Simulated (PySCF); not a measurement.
Mo(O)2(Cl)(SH) (ClHMoO2S), SMILES [O]=[Mo](=[O])([SH])[Cl], multiplicity 1. Geometry optimised at PBE0-D3(BJ)/def2-SVP. The multiplicity is an assumed one; no other spin state was optimised. The structure was generated by enumeration; whether it is a known compound was not checked. The def2 effective core potentials stand for the cores of Mo; spin–orbit coupling is left out. The values are those of a single conformer.

Computed equilibrium geometry at PBE0-D3(BJ)/def2-SVP (PySCF confirms it by a frequency run) as a Z-matrix (one conformer of several):
```
Mo
O 1 1.6641
O 1 1.6657 2 109.14
Cl 1 2.2661 2 110.80 3 -121.20
S 1 2.3228 2 106.38 3 116.94
H 5 1.3552 1 93.17 2 -152.85
```
Charge 0, spin multiplicity 1.
